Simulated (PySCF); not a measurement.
**Sm⁶⁰⁺: ionisation energy**

Sm⁶⁰⁺ 1s2 → Sm⁶¹⁺ 1s1 [1s1/2^1, M_J = 1/2], as a difference of total energies. All numbers are calculated (PySCF 2.14, the two-component X2C-1e Hamiltonian, in an uncontracted even-tempered set (15 s from 170 bohr⁻², ratio 2.4; 11 p from 220 bohr⁻², ratio 2.4; 3 d from 690 bohr⁻², ratio 2.6; 3 f from 1000 bohr⁻², ratio 2.6)). Correlated levels: nothing frozen; the 30 highest virtual spinors dropped. "Screened" scales the spin-orbit matrix elements by Boettger's factors to mimic the two-electron term; Breit and QED terms are absent.

```tsv
method	ionisation energy (eV)	difference from reference (eV)
GHF (screened spin-orbit)	54096.5	+110.4
GMP2 (screened spin-orbit)	54098.2	+112.1
GHF (bare spin-orbit)	54096.5	+110.4
GMP2 (bare spin-orbit)	54098.2	+112.1
```

Reference: 53986.12 ± 0.07 eV (theoretical estimate listed by NIST; NIST Atomic Spectra Database, ionization energies).

For this ion Breit and QED terms and the two-electron picture change, all absent here, outweigh the correlation shift from GHF to GMP2.
